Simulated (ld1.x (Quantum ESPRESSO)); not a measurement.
What one change does to a pseudopotential (boron (B), RRKJ)

- Element: boron (B)
- Generator: ld1.x (Quantum ESPRESSO) 7.5
- Type: norm-conserving RRKJ (Kleinman–Bylander form)
- Functional: PBEsol
- Relativity: non-relativistic
- Frozen core: [He]
- Valence charge: 3
- Reference configuration: 2s2 2p1
- Partial waves: 2p (bound): rc 2.70 bohr; 2s (bound): rc 0.95 bohr
- Local potential: the s channel
- Core correction: none

All-electron outer shells of the reference configuration (PBEsol, non-relativistic, ld1.x):

```
shell  level (eV)  outermost node (bohr)  outermost maximum (bohr)
   2s       -9.36                   0.46                      1.52
   2p       -3.56                      –                      1.59
```

Change: wave 2s (bound): rc 0.95 bohr becomes 2s (bound): rc 1.30 bohr.

Cutoffs: the cutoffs (Ry, on a coarse ladder) from which the occupation-weighted sum of valence levels, in a spherical-Bessel basis at the reference potential, stays within 10 and 1 mRy of its value at 400 Ry; they do not see the model core or the augmentation charge, which bear on the density cutoff. Errors are all-electron minus pseudo energies relative to the spin-unpolarised reference configuration.

Question: Predict the effect on cutoff, ghosts and configuration errors.

Answer: The potential gets softer (70 Ry and 160 Ry → 21 Ry and 55 Ry); of the 7 tests that both files solve, the error grows in 1 and shrinks in 0 by more than 15 % and 0.3 meV (median size 17.7 → 30.6 meV); neither file shows a bound ghost. A larger radius leaves more room for a smooth pseudo-wave, so fewer plane waves are needed.

```csv
quantity,base,changed
"cutoff, loose",70 Ry,21 Ry
"cutoff, tight",160 Ry,55 Ry
loose cutoff by channel (10 mRy a level),"p 12 Ry, s 60 Ry","p 12 Ry, s 18 Ry"
bound ghosts,none,none
"error for 2s2 2p0, meV [ΔE 8.14 eV]",+68,+65
"error for 2s1 2p0, meV [ΔE 33.40 eV]",+227,+224
"error for 2s2 2p0.5, meV [ΔE 2.86 eV]",+9.3,+8.8
"error for 2s0 2p3, meV [ΔE 11.64 eV]",-18,-41
"error for 2s1 2p1, meV [ΔE 14.26 eV]",-31,-31
"error for 2s1 2p2, meV [ΔE 5.81 eV]",-9.3,-9.5
"error for 2s2 2p1.3, meV [ΔE -0.73 eV]",+0.8,+0.7
s: phases at 2.96 bohr within 0.05 rad from the reference energy up to (Ry; the scan ends near 5),1.3,1.5
p: phases at 2.96 bohr within 0.05 rad from the reference energy up to (Ry; the scan ends near 5),1.1,1.1
```
